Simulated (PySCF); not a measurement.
C7H14O.
Numbering: `[CH3:1][O:2][CH:3]1[CH2:4][CH2:5][CH2:6][CH2:7][CH2:8]1` (hydrogens: H9, H10, H11 on C1; H12 on C3; H13, H14 on C4; H15, H16 on C5; H17, H18 on C6; H19, H20 on C7; H21, H22 on C8)

The same species was optimised twice, with GFN2-xTB and with PBE0-D3(BJ)/def2-SVP (PySCF), and the same property calculations (PySCF, gas phase) were run on both structures.

```json
{"coordinate": "O2–C3 (Å)", "GFN2-xTB": "1.418", "PBE0-D3(BJ)/def2-SVP": "1.405", "change": "-0.013"}
{"coordinate": "C1–O2 (Å)", "GFN2-xTB": "1.402", "PBE0-D3(BJ)/def2-SVP": "1.392", "change": "-0.010"}
{"coordinate": "C3–C8 (Å)", "GFN2-xTB": "1.529", "PBE0-D3(BJ)/def2-SVP": "1.520", "change": "-0.009"}
{"coordinate": "C3–C4 (Å)", "GFN2-xTB": "1.533", "PBE0-D3(BJ)/def2-SVP": "1.528", "change": "-0.005"}
{"coordinate": "C7–C8 (Å)", "GFN2-xTB": "1.525", "PBE0-D3(BJ)/def2-SVP": "1.524", "change": "-0.001"}
{"coordinate": "C5–C6 (Å)", "GFN2-xTB": "1.525", "PBE0-D3(BJ)/def2-SVP": "1.525", "change": "0.000"}
{"coordinate": "C4–C5 (Å)", "GFN2-xTB": "1.526", "PBE0-D3(BJ)/def2-SVP": "1.525", "change": "-0.001"}
{"coordinate": "C6–C7 (Å)", "GFN2-xTB": "1.525", "PBE0-D3(BJ)/def2-SVP": "1.525", "change": "0.000"}
{"coordinate": "C4–C3–C8 (°)", "GFN2-xTB": "109.9", "PBE0-D3(BJ)/def2-SVP": "110.9", "change": "+1.0"}
{"coordinate": "C3–C4–C5 (°)", "GFN2-xTB": "110.5", "PBE0-D3(BJ)/def2-SVP": "111.6", "change": "+1.1"}
{"coordinate": "C6–C7–C8 (°)", "GFN2-xTB": "110.5", "PBE0-D3(BJ)/def2-SVP": "111.4", "change": "+0.9"}
{"coordinate": "C3–C8–C7 (°)", "GFN2-xTB": "111.1", "PBE0-D3(BJ)/def2-SVP": "112.0", "change": "+0.9"}
{"coordinate": "C5–C6–C7 (°)", "GFN2-xTB": "110.3", "PBE0-D3(BJ)/def2-SVP": "111.1", "change": "+0.8"}
{"coordinate": "C4–C5–C6 (°)", "GFN2-xTB": "110.7", "PBE0-D3(BJ)/def2-SVP": "111.5", "change": "+0.8"}
{"coordinate": "O2–C3–C8 (°)", "GFN2-xTB": "106.8", "PBE0-D3(BJ)/def2-SVP": "107.2", "change": "+0.4"}
{"coordinate": "C1–O2–C3 (°)", "GFN2-xTB": "115.1", "PBE0-D3(BJ)/def2-SVP": "115.4", "change": "+0.3"}
{"coordinate": "C1–O2–C3–C4 (°)", "GFN2-xTB": "-75", "PBE0-D3(BJ)/def2-SVP": "-73", "change": "+2"}
```

Rotational constants: A = 4020, B = 1363, C = 1104 MHz (GFN2-xTB) against A = 4004, B = 1368, C = 1103 MHz (PBE0-D3(BJ)/def2-SVP). Point groups within 0.08 Å: C1 and C1.

On the GFN2-xTB structure: HOMO (eV) -7.11 [PBE0/pcSseg-1]; LUMO (eV) 1.47 [PBE0/pcSseg-1]; dipole (D) 1.26 [PBE0/pcSseg-1]; GIAO shielding of C1 (ppm) 128.8 [PBE0/pcSseg-1]; GIAO shielding of O2 (ppm) 287.3 [PBE0/pcSseg-1]; GIAO shielding of C3 (ppm) 102.2 [PBE0/pcSseg-1]; GIAO shielding of C4/C8 (mean) (ppm) 151.3 [PBE0/pcSseg-1]; GIAO shielding of C5/C7 (mean) (ppm) 158.2 [PBE0/pcSseg-1]; GIAO shielding of C6 (ppm) 157.0 [PBE0/pcSseg-1].

Task: What do these properties become on the PBE0-D3(BJ)/def2-SVP structure?

Result: 
| property | level | on GFN2-xTB | on PBE0-D3(BJ)/def2-SVP | change |
| --- | --- | --- | --- | --- |
| HOMO (eV) | PBE0/pcSseg-1 | -7.11 | -7.16 | -0.05 |
| LUMO (eV) | PBE0/pcSseg-1 | 1.47 | 1.41 | -0.06 |
| dipole (D) | PBE0/pcSseg-1 | 1.26 | 1.22 | -0.04 |
| energy, GFN2-xTB geometry as zero (kcal/mol) | PBE0/pcSseg-1 | 0.0 | -0.5 | -0.5 |
| GIAO shielding of C1 (ppm) | PBE0/pcSseg-1 | 128.8 | 128.6 | -0.2 |
| GIAO shielding of O2 (ppm) | PBE0/pcSseg-1 | 287.3 | 290.2 | +2.9 |
| GIAO shielding of C3 (ppm) | PBE0/pcSseg-1 | 102.2 | 104.3 | +2.1 |
| GIAO shielding of C4/C8 (mean) (ppm) | PBE0/pcSseg-1 | 151.3 | 150.9 | -0.4 |
| GIAO shielding of C5/C7 (mean) (ppm) | PBE0/pcSseg-1 | 158.2 | 157.6 | -0.6 |
| GIAO shielding of C6 (ppm) | PBE0/pcSseg-1 | 157.0 | 156.4 | -0.6 |

The heavy atoms differ by 0.017 Å rms after alignment. Among bonds between heavy atoms O2–C3 changes most (-0.013 Å). Changes are differences of the printed values. Neither structure is proved a minimum here.
